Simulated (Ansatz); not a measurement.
One geometry of Li4H4 (relaxed from a model of (LiH)4 ring, whose bonding it doesn't keep), several levels of theory.

```yaml
crystal:
  periodic: [false, false, false]
  atoms:
    - {symbol: Li, position_ang: [-0.888601, 0.890126, 1.702962]}
    - {symbol: Li, position_ang: [-1.113416, 1.295533, -1.257536]}
    - {symbol: Li, position_ang: [0.895675, -0.883775, -1.702558]}
    - {symbol: Li, position_ang: [1.105390, -1.302621, 1.257029]}
    - {symbol: H, position_ang: [-1.524303, 1.666958, 0.340076]}
    - {symbol: H, position_ang: [-0.166012, 0.313449, -2.255195]}
    - {symbol: H, position_ang: [1.526319, -1.665165, -0.339943]}
    - {symbol: H, position_ang: [0.164928, -0.314494, 2.255156]}
basis:
  gaussian: {orbitals: def2-TZVP, initial_orbitals: start.molden}
hamiltonian: {xc: r2scan, dispersion: d4}
scf: {omitted_lower_state_checks: [starts]}
output: {orbitals: {seedname: orbitals}}
```

The file start.molden holds the orbitals of an earlier run on this structure, at another level or in another basis.

```sh
$ ansatz run in.yaml --threads 2 --pin off --events-out ev --progress --plain --max-ram 4352MiB
```

Shortened log:

```
Functional definition: r2SCAN
692 factors; their error is unknown
mean field evaluation 1: about -883.8455 eV, gradient 4.0e0 eV
mean field evaluation 2: about -883.8692 eV, gradient 2.2e-2 eV
mean field evaluation 4: about -883.8626 eV, gradient 2.6e-5 eV
mean field -883.86262127 eV, -32.4813522280 hartree, gradient 5.8e-5 eV, S^2 0.000000; 0 other end points of the search recorded, 0 dependent functions left out
reference -883.86265276 eV, -32.4813533853 hartree; 8, 8 occupied and 72, 72 virtual orbitals, 692 factors
Total energy: -883.89639405 eV, -32.4825933548 hartree
Checks for a lower state left out: starts
```

Run time 1.5 s (2 threads of Arm Neoverse V1 on a shared host).

First input, but with `gaussian: {orbitals: def2-TZVPP, initial_orbitals: start.molden}`, `correlation: {method: ccsd_t}` and without the key `hamiltonian` (abridged; 7.5 s):

```
Functional definition: HF
mean field -875.10595911 eV, -32.1595508290 hartree, gradient 2.4e-6 eV, S^2 0.000000
second order -6.47663304 eV of doubles, -0.00000000 eV of singles
cycle   1  -7.47407379 eV  change    -1.0e0 eV  update   6.2e-2
cycle   2  -7.80048610 eV  change   -3.3e-1 eV  update   2.0e-2
cycle   3  -7.79395684 eV  change    6.5e-3 eV  update   3.3e-3
cycle   4  -7.79360146 eV  change    3.6e-4 eV  update   1.1e-3
cycle   5  -7.79442667 eV  change   -8.3e-4 eV  update   3.8e-4
cycle   6  -7.79447771 eV  change   -5.1e-5 eV  update   9.8e-5
cycle   7  -7.79445040 eV  change    2.7e-5 eV  update   3.2e-5
cycle   8  -7.79444748 eV  change    2.9e-6 eV  update   8.8e-6
perturbative correction -0.02997190 eV, -0.0011014472 hartree
Total energy: -882.93037849 eV, -32.4470929377 hartree
Checks for a lower state left out: starts
```

As the first input, with `hamiltonian: {xc: {name: BLYP}, dispersion: d4}` (abridged; 0.8 s):

```
Functional definition: BLYP
mean field -884.26979489 eV, -32.4963155827 hartree, gradient 4.1e-6 eV, S^2 0.000000
Total energy: -884.47915949 eV, -32.5040095897 hartree
Checks for a lower state left out: starts
```

As the first input, with `correlation: {method: mp2}` and without the key `hamiltonian` (abridged; 0.25 s):

```
Functional definition: HF
mean field -874.99737129 eV, -32.1555603003 hartree, gradient 4.3e-7 eV, S^2 0.000000
second order -5.74805142 eV of doubles, -0.00000000 eV of singles
Total energy: -880.74542271 eV, -32.3667972938 hartree
Checks for a lower state left out: starts
```

As the first input, with `hamiltonian: {xc: pbe, dispersion: d4}`, `output: {forces: true, orbitals: {seedname: orbitals}}` (abridged; 0.9 s):

```
Functional definition: PBE
mean field -881.59686205 eV, -32.3980871125 hartree, gradient 4.2e-5 eV, S^2 0.000000
Total energy: -881.70239571 eV, -32.4019654031 hartree
Atom 0 force     0.006403    -0.007949    -0.011932 eV/Å
Atom 1 force     0.007091    -0.004570     0.008247 eV/Å
Atom 2 force    -0.008043     0.006516     0.011791 eV/Å
Atom 3 force    -0.003254     0.007595    -0.007894 eV/Å
Atom 4 force    -0.003919     0.002486     0.007193 eV/Å
Atom 5 force     0.005314    -0.006164    -0.007414 eV/Å
Atom 6 force     0.002626    -0.003684    -0.007465 eV/Å
Atom 7 force    -0.006217     0.005770     0.007474 eV/Å
Dipole moment:    -0.001119    -0.000867    -0.000125 e Å
Checks for a lower state left out: starts
```

The first input with `hamiltonian: {xc: {name: LC-wPBE}}` (abridged; 0.85 s):

```
Functional definition: LC-wPBE
mean field -883.53462608 eV, -32.4692986272 hartree, gradient 2.6e-5 eV, S^2 0.000000
Total energy: -883.53462609 eV, -32.4692986276 hartree
Checks for a lower state left out: starts
```

First input, but with `hamiltonian: {xc: pbe0, dispersion: d4}` and without the key `scf` (abridged; 1.1 s):

```
Functional definition: PBE0
mean field evaluation 16: about -882.2643 eV, gradient 3.5e-3 eV
mean field -882.26431313 eV, -32.4226154873 hartree, gradient 4.3e-6 eV, S^2 0.000000; 1 other end points of the search recorded, 0 dependent functions left out
Total energy: -882.35717750 eV, -32.4260281898 hartree
```

Geometry: PBE-D4/def2-TZVP.

LC-ωPBE has ω = 0.4 bohr⁻¹. Correlated methods freeze no core orbitals; core or outer-core shells of Li are correlated, in sets that lack core-valence functions. Another isomer (singlet) lies 0.46 eV lower at PBE0-D4/def2-TZVP; other spin states weren't run for this one.
